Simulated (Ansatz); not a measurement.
System: SrCl2, net charge 0, singlet state. SMILES: [Cl][Sr][Cl]
Coordinates optimised at B3LYP-D3(BJ)/def2-TZVP (Ansatz, a program for electronic structure):
```
Sr
Cl 1 2.6212
Cl 1 2.6212 2 143.83
```
Charge 0, spin multiplicity 1.

### Question
Give the harmonic wavenumbers at B3LYP-D3(BJ)/def2-TZVP (Ansatz, finite differences of forces, unscaled).

### Answer
37, 270, 310 cm⁻¹. Zero-point energy 0.9 kcal/mol.
